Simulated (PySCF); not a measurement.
A run for PySCF: D3(BJ) and D4 dispersion corrections on H9NSi3 (SMILES [SiH3]N([SiH3])[SiH3]).

```python
from pyscf import gto
from pyscf.dispersion import dftd3, dftd4

mol = gto.M(
    atom='''
    Si    0.29110983    1.65351705    0.46667181
    N     0.01615809    0.02120053   -0.08385547
    Si   -1.60564996   -0.50964149   -0.44587282
    Si    1.31844074   -1.13869152   -0.04118329
    H    -0.67722461    2.55470875   -0.19622999
    H     0.11599333    1.78388052    1.93462825
    H     1.67663884    2.04836049    0.12953336
    H    -2.36899783    0.62526799   -1.01026796
    H    -1.54205558   -1.62249252   -1.41889834
    H    -2.31772244   -0.99151922    0.76379721
    H     1.43402278   -1.79884123    1.28297628
    H     1.06619709   -2.18342674   -1.05812019
    H     2.59298972   -0.44212262   -0.32327885
    ''',
    basis='def2-svp',
    charge=0, spin=0, verbose=0, max_memory=1800)
d3, d4 = {}, {}
for xc in ['hf', 'pbe', 'blyp', 'revpbe', 'tpss', 'r2scan', 'b3lyp', 'pbe0', 'bhlyp', 'camb3lyp', 'b2plyp']:
    d3[xc] = float(dftd3.DFTD3Dispersion(mol, xc=xc, version='d3bj', atm=False).get_dispersion()['energy'])
    print(f'D3(BJ) {xc:10s} {d3[xc]:14.8f} Eh')
for xc in ['hf', 'pbe', 'blyp', 'revpbe', 'tpss', 'r2scan', 'b3lyp', 'pbe0', 'bhlyp', 'camb3lyp', 'b2plyp']:
    d4[xc] = float(dftd4.DFTD4Dispersion(mol, xc={'camb3lyp': 'cam-b3lyp'}.get(xc, xc), atm=True).get_dispersion()['energy'])
    print(f'D4     {xc:10s} {d4[xc]:14.8f} Eh')
```

It printed:

```
D3(BJ) hf            -0.09162662 Eh
D3(BJ) pbe           -0.01249240 Eh
D3(BJ) blyp          -0.02774420 Eh
D3(BJ) revpbe        -0.02964918 Eh
D3(BJ) tpss          -0.01627194 Eh
D3(BJ) r2scan        -0.00365601 Eh
D3(BJ) b3lyp         -0.02303843 Eh
D3(BJ) pbe0          -0.01139096 Eh
D3(BJ) bhlyp         -0.01931949 Eh
D3(BJ) camb3lyp      -0.01120851 Eh
D3(BJ) b2plyp        -0.01155617 Eh
D4     hf            -0.04209048 Eh
D4     pbe           -0.01276010 Eh
D4     blyp          -0.02751221 Eh
D4     revpbe        -0.03538405 Eh
D4     tpss          -0.01714218 Eh
D4     r2scan        -0.00312187 Eh
D4     b3lyp         -0.02065021 Eh
D4     pbe0          -0.01088309 Eh
D4     bhlyp         -0.01691439 Eh
D4     camb3lyp      -0.01118269 Eh
D4     b2plyp        -0.00890454 Eh
```

The run finished.

Cost: roughly 0.020 core-seconds.
